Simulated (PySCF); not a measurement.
Input file for PySCF: D3(BJ) and D4 dispersion corrections on H2 (SMILES [H][H]).

```python
from pyscf import gto
from pyscf.dispersion import dftd3, dftd4

mol = gto.M(
    atom='''
    H    -0.37198637   -0.00000000    0.00000000
    H     0.37198637    0.00000000   -0.00000000
    ''',
    basis='def2-svp',
    charge=0, spin=0, verbose=0, max_memory=1800)
d3, d4 = {}, {}
for xc in ['hf', 'pbe', 'blyp', 'revpbe', 'tpss', 'r2scan', 'b3lyp', 'pbe0', 'bhlyp', 'camb3lyp', 'b2plyp']:
    d3[xc] = float(dftd3.DFTD3Dispersion(mol, xc=xc, version='d3bj', atm=False).get_dispersion()['energy'])
    print(f'D3(BJ) {xc:10s} {d3[xc]:14.8f} Eh')
for xc in ['hf', 'pbe', 'blyp', 'revpbe', 'tpss', 'r2scan', 'b3lyp', 'pbe0', 'bhlyp', 'camb3lyp', 'b2plyp']:
    d4[xc] = float(dftd4.DFTD4Dispersion(mol, xc={'camb3lyp': 'cam-b3lyp'}.get(xc, xc), atm=True).get_dispersion()['energy'])
    print(f'D4     {xc:10s} {d4[xc]:14.8f} Eh')
```

The log:

```
D3(BJ) hf            -0.00117364 Eh
D3(BJ) pbe           -0.00009172 Eh
D3(BJ) blyp          -0.00017715 Eh
D3(BJ) revpbe        -0.00027727 Eh
D3(BJ) tpss          -0.00010509 Eh
D3(BJ) r2scan        -0.00002154 Eh
D3(BJ) b3lyp         -0.00014081 Eh
D3(BJ) pbe0          -0.00006893 Eh
D3(BJ) bhlyp         -0.00009780 Eh
D3(BJ) camb3lyp      -0.00005081 Eh
D3(BJ) b2plyp        -0.00005583 Eh
D4     hf            -0.00039018 Eh
D4     pbe           -0.00007417 Eh
D4     blyp          -0.00017992 Eh
D4     revpbe        -0.00039475 Eh
D4     tpss          -0.00010103 Eh
D4     r2scan        -0.00001842 Eh
D4     b3lyp         -0.00011575 Eh
D4     pbe0          -0.00005901 Eh
D4     bhlyp         -0.00006405 Eh
D4     camb3lyp      -0.00005559 Eh
D4     b2plyp        -0.00005062 Eh
```

The run finished.

Cost: around 0.010 core-seconds (rough).
